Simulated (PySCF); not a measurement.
# TDDFT excited states: H4N2Na2

Species: (NaNH2)2 ring, H₄N₂Na₂.
Z-matrix (Å and degrees, PBE0-D3(BJ)/def2-SVP geometry), rows numbered from 1:
```
Na
N   1  2.2663
Na  2  2.2604  1   77.75
N   1  2.2630  2  102.25  3     0.11
H   2  1.0246  1  119.16  3  -117.22
H   2  1.0246  1  119.29  3   117.22
H   4  1.0246  1  119.39  2   116.55
H   4  1.0245  1  119.76  2  -117.07
```

Method: PySCF 2.14.0, density-fitted response routines, TDDFT CAM-B3LYP/def2-SVPD, vertical, gas phase, core orbitals frozen in the response.

| state | E (eV) | ν̃ (cm⁻¹) | f | \|μ\| (D) | main configurations (H = HOMO, L = LUMO) |
| --- | --- | --- | --- | --- | --- |
| S1 | 3.56 | 28710 | 0.0000 | 0.01 | H→L (88%) |
| S2 | 3.94 | 31790 | 0.249 | 4.08 | H-1→L (82%), H→L+3 (10%) |
| S3 | 4.53 | 36530 | 0.012 | 0.85 | H→L+1 (92%) |
| S4 | 4.68 | 37770 | 0.0000 | 0.01 | H→L+2 (92%) |
| S5 | 4.80 | 38750 | 0.0000 | 0.01 | H-1→L+1 (92%) |
| S6 | 4.88 | 39380 | 0.0037 | 0.45 | H→L+3 (74%), H-1→L (14%) |
| S7 | 4.96 | 40020 | 0.0000 | 0.00 | H-1→L+2 (92%) |
| S8 | 5.03 | 40540 | 0.0000 | 0.00 | H-1→L+3 (58%), H→L+5 (22%), H→L (8%) |
| S9 | 5.43 | 43820 | 0.0000 | 0.01 | H→L+4 (95%) |
| S10 | 5.58 | 45010 | 0.0000 | 0.01 | H→L+5 (65%), H-1→L+3 (30%) |

Triplets, Tamm–Dancoff:

```tsv
state	E (eV)	λ (nm)	main configurations (H = HOMO, L = LUMO)
T1	3.39	365.3	H→L (82%)
T2	3.64	340.9	H-1→L (74%), H→L+3 (14%)
T3	4.06	305.3	H→L+1 (79%), H→L+7 (14%)
T4	4.35	285.3	H-1→L+1 (76%), H-1→L+7 (13%)
```

The lowest singlet comes at 348 nm (343 kJ/mol) in the ultraviolet; it is dark (f under 0.0005); its leading configuration is HOMO→LUMO (88%). The strongest level in the table is S2 at 3.94 eV (315 nm, f = 0.249). Löwdin shares by element: HOMO nitrogen 73%, hydrogen 11% or more (atoms not listed hold the other 16%); LUMO sodium 94%. Of the 10 states listed, 2 reach f = 0.01 and 7 stay under 0.0005. Weighted by f, the mean energy of these states is 3.98 eV. The oscillator strengths of these states sum to 0.265; summed over the whole spectrum of an exact calculation they would give the number of electrons, 40 (Thomas–Reiche–Kuhn). No computed singlet lies in the visible range (380 to 750 nm); the lowest, at 348 nm, stands 0.30 eV above its violet end (3.26 eV). The vertical ionisation energy (ΔSCF) is 7.16 eV, 1.58 eV above S10. Only the lowest 10 singlets were computed, as vertical energies without vibronic structure.

One conformer stands for the species.
